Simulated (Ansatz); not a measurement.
A geometry relaxed with B3LYP-D3(BJ)/def2-TZVP (Ansatz, an electronic-structure program), charge 0, multiplicity 1:

```xyz
5

H     -0.0293    -0.0354     1.5769
Cl     1.9113    -0.2893    -0.5352
Si    -0.0021    -0.0026     0.1142
Cl    -1.2008    -1.4823    -0.6197
Cl    -0.6791     1.8096    -0.5362
```

**Question.** Write the SMILES of this molecule.

**Answer.** `Cl[SiH](Cl)Cl`
